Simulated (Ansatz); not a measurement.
Ru3H6. Total charge 0; singlet. Geometry PBE0-D4/def2-SVP.

Cartesian coordinates in Å:
```
Ru -0.8726 0.0372 0.9028
Ru -0.5000 1.3851 -0.8223
Ru 0.3081 -0.9664 -1.0425
H 1.7355 -0.6585 -0.5604
H -2.1645 -0.8767 0.7104
H 0.6961 1.9314 0.0083
H 0.2428 -0.0086 2.0363
H -0.0194 -1.3889 0.6192
H 0.5739 0.5453 -1.8518
```

In the def2 sets Ru takes a core potential; there is no spin–orbit coupling. HSE06 is defined as in plane-wave codes, on full-range PBE exchange. The restricted singlet is unstable towards broken spin symmetry in Hartree–Fock (as tested in another run); at PBE-D4/def2-TZVP, r2SCAN-D4/def2-TZVP, r2SCANh-D4/def2-TZVP, PBE0-D4/def2-TZVP and others this wasn't settled. No other spin state of charge 0 was run. Another isomer (quintet) lies 0.50 eV lower at PBE0-D4/def2-TZVP; other spin states weren't run for this one.

Q: Estimate the orbital energies around the gap (eV) in Ansatz with PBE-D4/def2-TZVP, r2SCAN-D4/def2-TZVP, r2SCANh-D4/def2-TZVP, PBE0-D4/def2-TZVP, HSE06-D4/def2-TZVP.

A: 
```tsv
orbital	PBE-D4/def2-TZVP	r2SCAN-D4/def2-TZVP	r2SCANh-D4/def2-TZVP	PBE0-D4/def2-TZVP	HSE06-D4/def2-TZVP
HOMO−5	-5.89	-6.06	-6.53	-7.15	-6.74
HOMO−4	-5.78	-5.97	-6.44	-6.95	-6.55
HOMO−3	-5.23	-5.29	-5.61	-6.02	-5.64
HOMO−2	-5.20	-5.26	-5.57	-5.98	-5.60
HOMO−1	-4.27	-4.41	-4.86	-5.47	-5.07
HOMO	-4.17	-4.34	-4.84	-5.42	-5.02
LUMO	-3.69	-3.50	-3.14	-2.72	-3.08
LUMO+1	-3.49	-3.36	-3.03	-2.61	-2.98
LUMO+2	-3.36	-3.20	-2.85	-2.47	-2.83
LUMO+3	-3.32	-3.13	-2.78	-2.31	-2.68
LUMO+4	-1.76	-1.59	-1.25	-0.86	-1.23
LUMO+5	-1.40	-1.15	-0.80	-0.56	-0.91
```
